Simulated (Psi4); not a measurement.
HCl3Si, charge -1, doublet, at a GFN2-xTB geometry (a state made from the parent by changing its charge; the spin is typed, not shown lowest) (a gas-phase anion, which may not be bound at this level); PBE/aug-cc-pVDZ (Psi4).

Psi4 was given this input:
```
memory 2 GB

molecule mol {
-1 2
Si    0.244709    0.271687    0.126767
Cl   -1.093359   -1.236584   -0.348201
Cl   -1.275155    1.967754    0.228182
Cl    2.145296   -0.970500   -0.077334
H     0.368781    0.264988    1.580263
}

set {
  basis aug-cc-pvdz
  reference uks
  s_tolerance 1e-6
  s_orthogonalization canonical
}

energy('pbe')
print_variables()
```

Output, abridged:

```
   => Loading Basis Set <=

    Name: AUG-CC-PVDZ
    Role: ORBITAL
    Keyword: BASIS

         ---------------------------------------------------------
                                   SCF
               by Justin Turney, Rob Parrish, Andy Simmonett
                          and Daniel G. A. Smith
                              UKS Reference
         ---------------------------------------------------------

  ==> Geometry <==

    Molecular point group: c1
    Full point group: C1

    Geometry (in Angstrom), charge = -1, multiplicity = 2:

       Center              X                  Y                   Z               Mass
    ------------   -----------------  -----------------  -----------------  -----------------
         SI           0.249099164837     0.275429339475     0.139927139620    27.976926534650
         CL          -1.088968835163    -1.232841660525    -0.335040860380    34.968852682000
         CL          -1.270764835163     1.971496339475     0.241342139620    34.968852682000
         CL           2.149686164837    -0.966757660525    -0.064173860380    34.968852682000
         H            0.373171164837     0.268730339475     1.593423139620     1.007825032230

  Running in c1 symmetry.

  Rotational constants: A =      0.12267  B =      0.04688  C =      0.03426 [cm^-1]
  Rotational constants: A =   3677.44711  B =   1405.41012  C =   1026.96219 [MHz]
  Nuclear repulsion =  313.768326491381458

  Charge       = -1
  Multiplicity = 2
  Electrons    = 67
  Nalpha       = 34
  Nbeta        = 33

  ==> Algorithm <==

  SCF Algorithm Type is DF.
  DIIS enabled.
  MOM disabled.
  Fractional occupation disabled.
  Guess Type is SAD.
  Energy threshold   = 1.00e-06
  Density threshold  = 1.00e-06
  Integral threshold = 1.00e-12

  ==> Primary Basis <==

  Basis Set: AUG-CC-PVDZ
    Blend: AUG-CC-PVDZ
    Number of shells: 49
    Number of basis functions: 117
    Number of Cartesian functions: 125
    Spherical Harmonics?: true
    Max angular momentum: 2

  ==> DFT Potential <==

   => LibXC <=

    Version 7.1.2
    S. Lehtola, C. Steigemann, M. J. T. Oliveira, and M. A. L. Marques,  SoftwareX 7, 1–5 (2018) (10.1016/j.softx.2017.11.002)

   => Composite Functional: PBE <=

    PBE GGA Exchange-Correlation Functional

    J.P. Perdew et. al., Phys. Rev. Lett., 77(18), 3865-3868, 1996

    Deriv               =              1
    GGA                 =           TRUE
    Meta                =          FALSE

    Exchange Hybrid     =          FALSE
    MP2 Hybrid          =          FALSE

   => Exchange Functionals <=

    1.0000     XC_GGA_X_PBE

   => Correlation Functionals <=

    1.0000     XC_GGA_C_PBE

   => LibXC Density Thresholds  <==

    XC_GGA_C_PBE:  1.00E-12
    XC_GGA_X_PBE:  1.00E-15

   => Molecular Quadrature <=

    Radial Scheme          =       TREUTLER
    Pruning Scheme         =           NONE
    Nuclear Scheme         =       TREUTLER

    Blocking Scheme        =         OCTREE
    BS radius alpha        =              1
    Pruning alpha          =              1
    Radial Points          =             75
    Spherical Points       =            302
    Total Points           =         110021
    Total Blocks           =            933
    Max Points             =            256
    Max Functions          =            117
    Weights Tolerance      =       1.00E-15

   => Loading Basis Set <=

    Name: (AUG-CC-PVDZ AUX)
    Role: JKFIT
    Keyword: DF_BASIS_SCF

  ==> Integral Setup <==

  SCF_SUBTYPE=INCORE selected. In-core MEM_DF algorithm will be used.
  Using in-core AOs.

  ==> MemDFJK: Density-Fitted J/K Matrices <==

    J tasked:                   Yes
    K tasked:                    No
    wK tasked:                   No
    Algorithm:                 Core
    Schwarz Cutoff:           1E-12
    Mask sparsity (%):       0.2922
    Fitting Condition:        1E-10

   => Auxiliary Basis Set <=

  Basis Set: (AUG-CC-PVDZ AUX)
    Blend: AUG-CC-PVDZ-JKFIT
[...]
  Reciprocal condition number of the overlap matrix is 8.3138536035E-05.

  ==> Pre-Iterations <==

  SCF Guess: Superposition of Atomic Densities via on-the-fly atomic UHF (no occupation information).

   -------------------------
    Irrep   Nso     Nmo
   -------------------------
     A        117     117
   -------------------------
    Total     117     117
   -------------------------

  ==> Iterations <==

                           Total Energy        Delta E     RMS |[F,P]|

   @DF-UKS iter SAD: -1669.88866929839105   -1.66989e+03   0.00000e+00
   @DF-UKS iter   1: -1670.00329942314420   -1.14630e-01   4.12353e-03 ADIIS/DIIS
   @DF-UKS iter   2: -1669.84791659722441    1.55383e-01   5.83209e-03 ADIIS/DIIS
   @DF-UKS iter   3: -1670.16690608443491   -3.18989e-01   7.49409e-04 ADIIS/DIIS
   @DF-UKS iter   4: -1670.17094885294500   -4.04277e-03   3.61509e-04 ADIIS/DIIS
   @DF-UKS iter   5: -1670.17202387421753   -1.07502e-03   8.64373e-05 DIIS
   @DF-UKS iter   6: -1670.17209665983660   -7.27856e-05   2.95647e-05 DIIS
   @DF-UKS iter   7: -1670.17210429521992   -7.63538e-06   7.96598e-06 DIIS
   @DF-UKS iter   8: -1670.17210490081766   -6.05598e-07   2.98215e-06 DIIS
   @DF-UKS iter   9: -1670.17210498663508   -8.58174e-08   8.83393e-07 DIIS
  Energy and wave function converged.

  ==> Post-Iterations <==

   Electrons on quadrature grid:
      Nalpha   =   34.0000004317 ; deviation = 4.317e-07
      Nbeta    =   33.0000004663 ; deviation = 4.663e-07
      Ntotal   =   67.0000008980 ; deviation = 8.980e-07

   @Spin Contamination Metric:   2.082522905E-03
   @S^2 Expected:                7.500000000E-01
   @S^2 Observed:                7.520825229E-01
   @S   Expected:                5.000000000E-01
   @S   Observed:                5.000000000E-01

    Orbital Energies [Eh]
    ---------------------

    Alpha Occupied:

[...]
      34A     -0.001118

    Alpha Virtual:

[...]
    Beta Occupied:

[...]
    Beta Virtual:

[...]
    Final Occupation by Irrep:
              A
    DOCC [    33 ]
    SOCC [     1 ]
    NA   [    34 ]
    NB   [    33 ]

  @DF-UKS Final Energy: -1670.17210498663508

   => Energetics <=

    Nuclear Repulsion Energy =            313.7683264913814583
    One-Electron Energy =               -2946.5838580330209879
    Two-Electron Energy =                1068.2046554128414755
    DFT Exchange-Correlation Energy =    -105.5612288578369089
    Empirical Dispersion Energy =           0.0000000000000000
    VV10 Nonlocal Energy =                  0.0000000000000000
    Total Energy =                      -1670.1721049866350768

  UHF NO Occupations:
  HONO-2 :   32  A 1.9997480
  HONO-1 :   33  A 1.9993371
  HONO-0 :   34  A 1.0000000
  LUNO+0 :   35  A 0.0006629
  LUNO+1 :   36  A 0.0002520
  LUNO+2 :   37  A 0.0000579
  LUNO+3 :   38  A 0.0000159

Computation Completed

Properties will be evaluated at   0.000000,   0.000000,   0.000000 [a0]

Properties computed using the SCF density matrix

 Multipole Moments:

 ------------------------------------------------------------------------------------
     Multipole            Electronic (a.u.)      Nuclear  (a.u.)        Total (a.u.)
 ------------------------------------------------------------------------------------

 L = 1.  Multiply by 2.5417464519 to convert [e a0] to [Debye]
 Dipole X            :         -0.7866828            0.5475517           -0.2391311
 Dipole Y            :         -0.7440263            0.4667442           -0.2772820
 Dipole Z            :         -1.6518556            1.6413579           -0.0104977
 Magnitude           :                                                    0.3663048

 ------------------------------------------------------------------------------------

  Variable Map:
  ----------------------------------------------------------------------------
[...]
  Array Variable Map:
  ----------------------------------------------------------------------------
[...]
[...]
```
